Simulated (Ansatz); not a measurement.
Spectroscopic constants of SiNi, multiplicity 5 (not the ground state: that is measured with 2S+1 = 1). No spin–orbit coupling. Ni is treated without relativity.

Seven points along R, fitted to fifth degree in 1/R; most abundant isotopes. Runs in def2 and cc sets follow the lowest solution found near the PBE0 minimum.

Correlated levels freeze the inner cores; with def2 sets outer-core shells near the valence are correlated too.

Run with Ansatz (a first-principles code) with Gaussian orbitals. Each number belongs to the level named beside it.

### Question
What bond length and harmonic frequency does PBE/def2-TZVPP give?

### Answer
r_e = 2.167 Å, ω_e = 364 cm⁻¹.

### Question
What bond length and harmonic frequency does wB97X-V/def2-TZVPP give?

### Answer
r_e = 2.182 Å, ω_e = 347 cm⁻¹.

### Question
What bond length and harmonic frequency does CCSD(T)/def2-TZVPP give?

### Answer
r_e = 2.172 Å, ω_e = 355 cm⁻¹.
